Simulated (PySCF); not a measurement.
CClF2, SMILES F[C](F)Cl, multiplicity 2. The structure is a stationary point at B3LYP-D3(BJ)/def2-TZVP. The isomer is the one that the SMILES or the coordinates give; other isomers of the formula were not compared.

Computed equilibrium geometry at B3LYP-D3(BJ)/def2-TZVP (PySCF confirms it by a frequency run) as a Z-matrix, and its point group:
point group Cs.
```
C
F 1 1.3231
F 1 1.3231 2 110.37
Cl 1 1.7352 2 114.07 3 129.96
```
Charge 0, spin multiplicity 2.
